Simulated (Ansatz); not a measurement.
Energy difference R1 → P1 + P2, each structure at its B3LYP-D3(BJ)/def2-TZVP stationary point, reached from a drawn start (curvature not checked).
R1, H6Mo (SMILES [MoH6]) (charge 0, multiplicity 1):
```
atom    x (Å)    y (Å)    z (Å)
----  -------  -------  -------
Mo     0.0006  -0.0011   0.4280
H      1.6586  -0.0064   0.7485
H     -0.8241   1.4358   0.7555
H     -0.8317  -1.4354   0.7478
H      0.9675  -0.0002  -0.8946
H     -0.4834   0.8422  -0.8905
H     -0.4877  -0.8349  -0.8948
```
P1, H5Mo (SMILES [MoH5]) (charge 0, multiplicity 2):
```xyz
6

Mo    -0.264    -0.001     0.001
H      0.584     0.008     1.442
H      0.566    -0.002    -1.450
H      1.385     0.008    -0.009
H     -1.144     1.455     0.003
H     -1.128    -1.468     0.013
```
P2: H atom, charge 0, multiplicity 2.

P less R. No zero-point or thermal terms; singlets are restricted closed shells; open shells are unrestricted; no spin–orbit coupling. The spin states of the d-block species are the ones drawn and need not be the lowest.

Cores are frozen in the correlated methods. CBS(a, b) extrapolates the correlation energy as X⁻³ and adds the Hartree–Fock energy of set b.

Programs: Ansatz (a program for electronic structure) with Gaussian orbitals. All values are computed, each at the level named. Elements past Kr take the def2 small-core potentials, without spin–orbit coupling.

```tsv
level	reaction energy (kJ/mol)
HF/def2-QZVPP	117.3
r2SCAN/def2-TZVPP	279.9
B97M-V/def2-TZVPP	267.2
PBE0/def2-TZVPP	272.6
MP2/def2-QZVPP	313.4
MP2/CBS(def2-TZVPP, def2-QZVPP)	317.3
SCS-MP2/def2-TZVPP	305.5
CCSD(T)/def2-TZVPP	___
CCSD(T)/CBS(def2-TZVPP, def2-QZVPP)	___
```

Q: What belongs in the gaps?

A: 
- CCSD(T)/def2-TZVPP, reaction energy (kJ/mol): 277.6
- CCSD(T)/CBS(def2-TZVPP, def2-QZVPP), reaction energy (kJ/mol): 284.9
